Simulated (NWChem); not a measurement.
System meant: ZnF2 anion, doublet; SMILES of the neutral closed-shell parent [F][Zn][F]

Here is an NWChem input.

```
start job
memory heap 200 mb stack 900 mb global 1100 mb
charge -1
geometry units angstroms noautoz
  Zn     0.000000     0.000000     0.276393
  F      1.630972     0.000000    -0.681540
  F     -1.630972     0.000000    -0.681540
end
basis spherical
  * library def2-svp
end
dft
  odft
  mult 2
  xc xpbe96 cpbe96
  iterations 4
  mulliken
end
task dft energy
```

End of the output:

```
     --------------------------
     Expectation value of S2:
     --------------------------
      <S2> =      0.7507 (Exact =     0.7500)

 center of mass
 --------------
 x =   0.00000000 y =   0.00000000 z =   0.00400339

 moments of inertia (a.u.)
 ------------------
          78.096037556152           0.000000000000           0.000000000000
           0.000000000000         439.038274051085           0.000000000000
           0.000000000000           0.000000000000         360.942236494933

     Multipole analysis of the density
     ---------------------------------

     L   x y z        total         alpha         beta         nuclear
     -   - - -        -----         -----         ----         -------
     0   0 0 0     -1.000000    -25.000000    -24.000000     48.000000

     1   1 0 0     -0.000000     -0.000000      0.000000      0.000000
     1   0 1 0     -0.000000      0.000000     -0.000000      0.000000
     1   0 0 1      0.214136     -0.244698      0.458834      0.000000

     2   2 0 0    -28.443108   -102.615547    -96.814599    170.987037
     2   1 1 0      0.000000      0.000000      0.000000      0.000000
     2   1 0 1     -0.000000     -0.000000     -0.000000      0.000000
     2   0 2 0    -19.250287    -11.122428     -8.127859      0.000000
     2   0 1 1     -0.000000     -0.000000      0.000000      0.000000
     2   0 0 2    -21.825630    -31.970602    -26.720556     36.865528

 ------------------------------------------------------------------------
 dft energy failed                                                                                  0
 ------------------------------------------------------------------------
 ------------------------------------------------------------------------
  current input line :
    19: task dft energy
 ------------------------------------------------------------------------
 ------------------------------------------------------------------------
 This type of error is most commonly associated with calculations not reaching convergence criteria
 ------------------------------------------------------------------------
 For more information see the NWChem manual at https://nwchemgit.github.io

0:dft energy failed:Received an Error in Communication
```

Q: Can this run be used? If not, why, and what is the fix?

A: Convergence was not reached. Cause: the SCF was allowed too few iterations. This input runs:
```
start job
memory heap 200 mb stack 900 mb global 1100 mb
charge -1
geometry units angstroms noautoz
  Zn     0.000000     0.000000     0.276393
  F      1.630972     0.000000    -0.681540
  F     -1.630972     0.000000    -0.681540
end
basis spherical
  Zn library def2-svp
  F library def2-svp
end
dft
  odft
  mult 2
  xc xpbe96 cpbe96
  iterations 150
  mulliken
end
task dft energy
```
It converges to -1978.24744 Ha (PBE/def2-SVP, spin-unrestricted).
